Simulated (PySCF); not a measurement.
These compounds are isomers of formula C5H8N2.

A. `C=C[C@@H]1C=NNC1`
B. `C/N=C\C#CCN`
C. `CCn1ccnc1`

Spectrum 1. ¹³C{¹H} NMR (computed): δ 138.8 (CH), 136.3 (CH), 121.6 (CH), 44.2 (CH2), 22.3 (CH3).

Spectrum 2. ¹³C{¹H} NMR (computed): δ 147.0 (CH), 107.4 (C), 80.3 (C), 46.8 (CH3), 36.1 (CH2).

Spectrum 3. ¹³C{¹H} NMR (computed): δ 147.8 (CH), 139.0 (CH), 121.7 (CH2), 56.3 (CH), 54.5 (CH2).

Method: geometry from GFN2-xTB, PBE0/pcSseg-1 with gauge-including orbitals, in PySCF 2.14.0 with density-fitted response routines (no solvent, equivalent nuclei averaged, relativity neglected, single conformer).

δ = σ(ref) − σ, references computed at the same level: TMS for ¹³C (σref 186.93). Shifts are as computed. Against solution values, carbons near 30 ppm lie about +3 ppm off and those near 130 ppm about +5 ppm. Of 1211 compounds with measured shifts, 218 miss one by over three times the rms of a fit or turn the order of signals round; such compounds aren't used in these exercises.

**Question.** Match each spectrum to its structure.

**Answer.** 1–C, 2–B, 3–A.

- Spectrum 1 (C): 5 ¹³C signals; δC 44.2 is an sp3 CH2 bonded to N; δC 22.3 is a methyl carbon.
- Spectrum 2 (B): 5 ¹³C signals; δC 80.3 is an alkyne carbon; δC 46.8 is a methyl carbon bonded to N.
- Spectrum 3 (A): 5 ¹³C signals; δC 147.8 is an alkene CH; δC 121.7 is a terminal =CH2 carbon.
